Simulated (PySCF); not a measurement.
C5H4O3.
SMILES with atom numbers: `[O:1]=[C:2]([OH:3])[c:4]1[cH:5][cH:6][o:7][cH:8]1` (hydrogens: H9 on O3; H10 on C5; H11 on C6; H12 on C8)

The same species was optimised twice, with GFN2-xTB and with PBE0-D3(BJ)/def2-SVP (PySCF), and the same property calculations (PySCF, gas phase) were run on both structures.

| coordinate | GFN2-xTB | PBE0-D3(BJ)/def2-SVP | change |
| --- | --- | --- | --- |
| C4–C5 (Å) | 1.426 | 1.434 | +0.008 |
| C6–O7 (Å) | 1.348 | 1.355 | +0.007 |
| O7–C8 (Å) | 1.330 | 1.336 | +0.006 |
| C2–C4 (Å) | 1.462 | 1.467 | +0.005 |
| C4–C8 (Å) | 1.372 | 1.369 | -0.003 |
| C5–C6 (Å) | 1.357 | 1.359 | +0.002 |
| C2–O3 (Å) | 1.342 | 1.341 | -0.001 |
| O1=C2 (Å) | 1.206 | 1.206 | 0.000 |
| C2–C4–C8 (°) | 126.1 | 124.4 | -1.7 |
| C2–C4–C5 (°) | 128.3 | 129.6 | +1.3 |
| C5–C4–C8 (°) | 105.6 | 106.0 | +0.4 |
| C6–O7–C8 (°) | 107.5 | 107.9 | +0.4 |
| C5–C6–O7 (°) | 110.8 | 110.4 | -0.4 |
| C4–C8–O7 (°) | 110.6 | 110.2 | -0.4 |
| O1–C2–O3 (°) | 122.4 | 122.8 | +0.4 |
| O3–C2–C4 (°) | 112.6 | 112.3 | -0.3 |
| O1–C2–C4–C5 (°) | 180 | -179 | +1 |

Rotational constants: A = 5363, B = 1559, C = 1208 MHz (GFN2-xTB) against A = 5327, B = 1557, C = 1205 MHz (PBE0-D3(BJ)/def2-SVP). Point groups within 0.08 Å: Cs and Cs.

On the GFN2-xTB structure: HOMO (eV) -7.19 [PBE0/pcSseg-1]; LUMO (eV) -0.98 [PBE0/pcSseg-1]; dipole (D) 2.01 [PBE0/pcSseg-1]; GIAO shielding of O1 (ppm) -77.4 [PBE0/pcSseg-1]; GIAO shielding of C2 (ppm) 19.4 [PBE0/pcSseg-1]; GIAO shielding of O3 (ppm) 130.3 [PBE0/pcSseg-1]; GIAO shielding of C4 (ppm) 61.9 [PBE0/pcSseg-1]; GIAO shielding of C5 (ppm) 67.9 [PBE0/pcSseg-1]; GIAO shielding of C6 (ppm) 39.4 [PBE0/pcSseg-1]; GIAO shielding of O7 (ppm) 27.0 [PBE0/pcSseg-1]; GIAO shielding of C8 (ppm) 31.1 [PBE0/pcSseg-1].

**Question.** What do these properties become on the PBE0-D3(BJ)/def2-SVP structure?

**Answer.** 
```csv
property,level,on GFN2-xTB,on PBE0-D3(BJ)/def2-SVP,change
HOMO (eV),PBE0/pcSseg-1,-7.19,-7.21,-0.02
LUMO (eV),PBE0/pcSseg-1,-0.98,-0.97,+0.01
dipole (D),PBE0/pcSseg-1,2.01,1.95,-0.06
"energy, GFN2-xTB geometry as zero (kcal/mol)",PBE0/pcSseg-1,0.0,-0.6,-0.6
GIAO shielding of O1 (ppm),PBE0/pcSseg-1,-77.4,-71.2,+6.2
GIAO shielding of C2 (ppm),PBE0/pcSseg-1,19.4,19.0,-0.4
GIAO shielding of O3 (ppm),PBE0/pcSseg-1,130.3,126.9,-3.4
GIAO shielding of C4 (ppm),PBE0/pcSseg-1,61.9,61.8,-0.1
GIAO shielding of C5 (ppm),PBE0/pcSseg-1,67.9,67.8,-0.1
GIAO shielding of C6 (ppm),PBE0/pcSseg-1,39.4,37.4,-2.0
GIAO shielding of O7 (ppm),PBE0/pcSseg-1,27.0,20.9,-6.1
GIAO shielding of C8 (ppm),PBE0/pcSseg-1,31.1,29.5,-1.6
```

The heavy atoms differ by 0.017 Å rms after alignment. Among bonds between heavy atoms C4–C5 and C6–O7 change most and about equally (+0.007 to +0.008 Å). Changes are differences of the printed values. Neither structure is proved a minimum here.

The values belong to the conformer `[O:1]=[C:2]([OH:3])[c:4]1[cH:5][cH:6][o:7][cH:8]1`: O1–C2–C4–C5 -179°, H–O3–C2–O1 0°.
